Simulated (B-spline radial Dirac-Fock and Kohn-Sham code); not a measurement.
# Isotope-shift constants of the inner levels of Nb⁵⁺

System: the Nb⁵⁺ ion in the configuration [Ar] 3d10 4s2 4p6.

These are calculated numbers from an atomic code on a B-spline grid; the model is first-order field-shift and mass-shift constants from Dirac-Fock ground and hole states with a Fermi nucleus; the mass shift has no relativistic recoil terms. A binding energy shifts by δE = F·δ⟨r²⟩ + (K_N + K_S)·δ(1/M); F is taken for a change of radius at fixed skin thickness and so holds the higher radial moments.

```
     level  F (meV/fm²)  K_N (meV u)  K_S (meV u)
    K (1s)       -28.75       -10480         4724
   L1 (2s)       -3.099        -1528       -146.5
L2 (2p1/2)       0.1854        -1397         1749
L3 (2p3/2)       0.2210        -1345         1612
   M1 (3s)      -0.5426       -300.3       -94.09
M2 (3p1/2)      0.04474       -250.8        217.7
M3 (3p3/2)      0.05164       -242.0        182.0
M4 (3d3/2)      0.04336       -154.7        195.7
M5 (3d5/2)      0.04277       -153.1        192.1
```

Line shifts in meV from A = 93 (mass 92.9064 u, rms radius 4.324 fm); radii from Angeli and Marinova (2013).

| A | mass (u) | radius (fm) | Kα1 | Kα2 | Kβ1 | Lα1 |
| --- | --- | --- | --- | --- | --- | --- |
| 90 | 89.9113 | 4.2891 | +6.55 | +6.51 | +6.61 | +0.03 |
| 91 | 90.9070 | 4.2878 | +7.60 | +7.57 | +7.63 | 0.00 |
| 92 | 91.9072 | 4.3026 | +4.64 | +4.63 | +4.65 | -0.01 |
| 99 | 98.9116 | 4.4062 | -16.85 | -16.77 | -16.94 | -0.02 |
| 101 | 100.9153 | 4.4861 | -36.22 | -36.10 | -36.26 | +0.06 |
| 103 | 102.9195 | 4.5097 | ? | ? | ? | ? |

Question: What are the shifts for A = 103?

Answer: Kα1 -41.21 meV (field -47.52, mass +6.31); Kα2 -41.06 meV (field -47.46, mass +6.40); Kβ1 -41.27 meV (field -47.24, mass +5.97); Lα1 +0.05 meV (field +0.29, mass -0.24).
